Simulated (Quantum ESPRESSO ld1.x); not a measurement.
Values are calculated unless marked as measured or tabulated.
These are the eigenvalues of the occupied orbitals of an atom or ion with whole-number occupations (eV). Code: ld1.x of Quantum ESPRESSO 7.5. Model: non-relativistic Kohn-Sham, PBE, spin-unpolarised, spherical densities, point nucleus.

orbital  eigenvalue
1s         -5852.79
2s         -676.747
2p         -577.888
3s         -91.1139
3p         -63.5704
3d         -20.4161
6p          -2.4846

Which element is it, and in what charge state? The configuration may be excited.

Answer. Z = 24, chromium, charge +1: Cr+ in [Ar] 3d4 6p1. The list shows which subshells hold electrons but not how many an open one holds; the 1s level, -215.09 hartree, gives Z - s = 20.7 by -(Z - s)^2/2, which with screening narrows Z to a few neighbours, and the depths of the outer levels then fix element, charge and occupations together.
